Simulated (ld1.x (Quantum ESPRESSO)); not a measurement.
## Se (Z = 34), TM: configuration errors across variants

Se, norm-conserving Troullier–Martins (Kleinman–Bylander form), made with ld1.x (Quantum ESPRESSO) 7.5 (LDA (PZ), scalar-relativistic). Core [Ar] 3d10, reference 4s2 4p4. Waves: 4s (bound): rc 1.45 bohr; 4p (bound): rc 1.85 bohr; 4d channel at 0.05 Ry: rc 1.60 bohr. Local part: the d channel. Core correction: none.

All-electron excitation energies from the reference (eV): (1) 4s2 4p3 11.009; (2) 4s2 4p2 31.567; (3) 4s2 4p1 62.723; (4) 4s2 4p0 105.295; (5) 4s2 4p4.3 -1.637; (6) 4s1 4p4 22.594; (7) 4s0 4p6 22.094; (8) 4s2 4p4 spin -0.593; (9) 4s2 4p3 spin 9.371.

Spin tests fill each open shell by Hund’s rule, majority spin first.

Tests that are not counted but printed errors over 1 eV. “all radii scaled by about 0.91 (s 1.32, p 1.70, d 1.46 bohr)”: 4s2 4p1 (solver errors, printed error -42.5 eV); 4s2 4p0 (solver errors, printed error -17.4 eV). “type RRKJ; rho0 0.005”: 4s2 4p0 (solver errors, printed error -24.2 eV).

2 further variants failed, have other tests or another functional or relativity, and are left out.

A true bound ghost makes a file unfit for plane-wave use even where its test errors are small: the radial tests pick states by their node count and pass the ghost by. Where a test does run into it, the solver fails or the error is huge.

Errors AE − PS in meV (a dash: test not solved or not reliable):

```csv
change,(1),(2),(3),(4),(5),(6),(7),(8),(9),bound ghosts
base,-1.3,+4.5,+47,+198,+0.3,+3.5,+19,+82,+257,"s, p"
wave 4s (bound): rc 1.45 bohr becomes 4s (bound): rc 0.94 bohr,-0.4,+11,+72,+282,+0.3,+11,+184,+88,+281,"s, p"
wave 4p (bound): rc 1.85 bohr becomes 4p (bound): rc 1.58 bohr,-1.2,+4.8,+48,+201,+0.3,+3.3,+18,+82,+257,"s, p"
"all radii scaled by about 0.91 (s 1.32, p 1.70, d 1.46 bohr)",+2.9,+29,–,–,+0.5,+11,+19,+82,+263,"s, p"
type RRKJ; rho0 0.005,-0.4,+11,+70,–,+0.3,+2.9,+15,+85,+268,"s, p"
```

**Question.** Give the same row for: wave 4d channel at 0.05 Ry: rc 1.60 bohr becomes 4d channel at 0.05 Ry: rc 1.74 bohr.

**Answer.** -4.0, -9.1, +13, +139, +0.1, -2.7, +16, +82, +254; bound ghosts: p.
